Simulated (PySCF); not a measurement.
From one molecule to another.

First species: C11H8O.
Cartesian coordinates in Å at the GFN2-xTB level; atoms count from 1:
```
atom  x, y, z in Å
C1    -5.8672   -0.0570   -0.3951
C2    -4.4266   -0.1227   -0.4690
C3    -3.2247   -0.1767   -0.5357
C4    -1.8261   -0.2415   -0.6142
C5    -1.0204    0.0338    0.4283
C6     0.3717   -0.0308    0.3509
C7     1.5811   -0.0816    0.3022
C8     2.9751   -0.1402    0.2404
C9     3.9157    0.1001    1.2163
C10    5.1705   -0.1068    0.6066
C11    4.9096   -0.4547   -0.6852
O12    3.5909   -0.4789   -0.9196
H13   -6.3108   -0.8284   -1.0250
H14   -6.2123    0.9187   -0.7390
H15   -6.1980   -0.2045    0.6331
H16   -1.4064   -0.5287   -1.5706
H17   -1.4384    0.3232    1.3847
H18    3.7188    0.3868    2.2292
H19    6.1347   -0.0108    1.0625
H20    5.5574   -0.6987   -1.5039
```

Second species: C4H9F3OSi2.
SMILES: `C=C[Si@@H](OC[SiH3])C(F)(F)F`

Levels: PBE0/pcSseg-1 for dipole moment, HOMO energy, LUMO energy and HOMO–LUMO gap; GFN2-xTB for rotational constant A and rotational constant C. Geometries: GFN2-xTB. Each species is one conformer at its optimised geometry, gas phase, non-relativistic unless stated. Electronic properties by PySCF.

Dipoles, sizes and rotational constants follow the conformer. The torsions of the flexible species, by atom-mapped SMILES:
- `[CH2:1]=[CH:2][Si@@H:3]([O:4][CH2:5][SiH3:6])[C:7]([F:8])([F:9])[F:10]`: C1–C2–Si3–O4 -162°, C2–Si3–O4–C5 163°, Si3–O4–C5–Si6 -132°, C2–Si3–C7–F8 179°

Values for the first species:

- Dipole moment: 0.62 D
- HOMO energy: -5.85 eV
- LUMO energy: -1.76 eV
- HOMO–LUMO gap: 4.09 eV
- Rotational constant A: 6.868 GHz
- Rotational constant C: 0.229 GHz

Estimate the same properties for the second species, and the change in each.

| property | first | second | second less first |
| --- | --- | --- | --- |
| dipole moment | 0.62 D | 2.08 D | +1.46 D |
| HOMO energy | -5.85 eV | -8.13 eV | -2.28 eV |
| LUMO energy | -1.76 eV | -0.79 eV | +0.97 eV |
| HOMO–LUMO gap | 4.09 eV | 7.34 eV | +3.25 eV |
| rotational constant A | 6.868 GHz | 1.236 GHz | -5.632 GHz |
| rotational constant C | 0.229 GHz | 0.516 GHz | +0.287 GHz |

On the first: The dipole matches unit charges of opposite sign 0.13 Å apart (1 e·Å = 4.8032 D).

On the second: In atomic units the dipole is 0.82 e·bohr (1 au = 2.5417 D).
